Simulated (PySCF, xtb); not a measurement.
**Relative energy of two isomers of C3H5Al**

Structure X: `C=C=[CH][AlH2]`, a singlet. Structure Y: `CC#[C][AlH2]`, a singlet. Both are isolated molecules in the gas phase, relaxed with B3LYP-D3(BJ)/def2-SVP, each in the lowest conformer that the search found.

X (Å):

```yaml
atoms:
  - { symbol: C, position_ang: [-2.0040, -0.9360, 1.2517] }
  - { symbol: C, position_ang: [-1.0994, -0.6763, 0.3386] }
  - { symbol: C, position_ang: [-0.1862, -0.3560, -0.5516] }
  - { symbol: Al, position_ang: [0.5989, 1.4213, -0.4895] }
  - { symbol: H, position_ang: [-3.0654, -0.7380, 1.0696] }
  - { symbol: H, position_ang: [-1.7252, -1.3663, 2.2191] }
  - { symbol: H, position_ang: [0.0966, -1.1151, -1.2962] }
  - { symbol: H, position_ang: [0.0988, 2.4266, 0.6262] }
  - { symbol: H, position_ang: [1.7127, 1.8274, -1.5433] }
```

Y (Å):

```xyz
9

C    -0.3522    0.5453    0.5327
C    -0.8236   -0.3634   -0.1408
C    -1.3855   -1.4411   -0.9420
Al    0.3779    1.9522    1.5837
H    -0.6203   -2.1930   -1.1963
H    -2.2020   -1.9530   -0.4064
H    -1.7991   -1.0512   -1.8870
H    -0.5697    2.7773    2.5455
H     1.9230    2.2785    1.4828
```

Quicker runs give these differences E(Y) − E(X): GFN2-xTB −12.9 kcal/mol; HF/STO-3G −25.0 kcal/mol (at GFN2-xTB geometries).

**Question.** Estimate E(Y) − E(X) at the level B3LYP-D3(BJ)/def2-SVP.

**Answer.** Calculated at B3LYP-D3(BJ)/def2-SVP: E(Y) − E(X) = −6.1 kcal/mol, so structure Y lies lower.

Level by level:

```tsv
level	geometry	E(Y) − E(X) (kcal/mol)	departure from the last row (kcal/mol)	job, with rough time for the two
GFN2-xTB	GFN2-xTB	−12.9	−6.8	optimisation, 0.95 s
HF/STO-3G	GFN2-xTB	−25.0	−18.9	single point, 3.7 s
r2SCAN-D4/def2-SVP	GFN2-xTB	−6.2	−0.1	single point, 38 s
B3LYP-D3(BJ)/def2-SVP	B3LYP-D3(BJ)/def2-SVP	−6.1		optimisation, 2.9 min
```

As drawn, Y has 1 C–C, 1 C≡C in place of 2 C=C.

The levels shown agree on the order. The largest departure from B3LYP-D3(BJ)/def2-SVP is that of HF/STO-3G, 18.9 kcal/mol. No coupled-cluster energies are at hand for both structures. No reliable frequencies are at hand for X, so it isn't confirmed as a minimum.

Codes used: PySCF 2.14.0, xtb 6.7.1; the last row on 2 threads of Intel(R) Xeon(R) Processor @ 2.50GHz (Skylake/Cascade Lake) on a shared host.
